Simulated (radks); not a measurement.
Excited configurations of I10+: one electron is placed in a higher orbital outside [Kr] 4d6. The ground configuration is [Kr] 4d7. All-electron calculation, Dirac Kohn-Sham, LDA (Slater exchange, Perdew-Wang correlation), spin-unpolarised, spherical densities, finite nucleus; open shells fill j = l - 1/2 first; Fermi nuclear charge, rms radius 4.75 fm. Program: a radial shooting solver on a logarithmic mesh with Libxc functionals. Excitation = E - E(ground); binding = E(ion) - E, where the ion is the core of charge +11; n* = 11/sqrt(2 binding) in atomic units. These energies are relativistic, and a one-electron ion of charge +11 with no core already has n* below n in this formula (Dirac formula, point nucleus: 4f5/2 4.000, 5d3/2 4.999, 6d3/2 5.999, 6f5/2 5.999, 7s1/2 6.997, 7d3/2 6.999, 7f5/2 6.999).

\begin{tabular}{lrrrrr}
outer orbital & excitation (eV) & binding (eV) & n* & eigenvalue (eV) & <r> (bohr) \\ \hline
4f5/2 & 84.583 & 139.89 & 3.430 & -128.73 & 1.000 \\
5d3/2 & 112.66 & 111.82 & 3.837 & -106.11 & 1.793 \\
6d3/2 & 154.68 & 69.797 & 4.857 & -66.667 & 3.003 \\
6f5/2 & 168.89 & 55.582 & 5.442 & -52.906 & 3.507 \\
7s1/2 & 164.99 & 59.488 & 5.261 & -57.116 & 3.814 \\
7d3/2 & 176.54 & 47.940 & 5.860 & -45.940 & 4.471 \\
7f5/2 & 184.63 & 39.842 & 6.428 & -38.094 & 5.120 \\
\end{tabular}

The Delta-SCF ionisation energy is 224.48 eV (NIST Atomic Spectra Database: 221 eV, theoretical). Self-interaction in the functional shifts the binding energies and quantum defects, so they are the method's values and not measured ones. Spin polarisation and multiplet splitting are left out, so open shells lie too high by an amount that depends on their filling.

Beside tabulated values, note that spin-unpolarised runs miss the spin-polarisation part of the exchange energy of open shells.
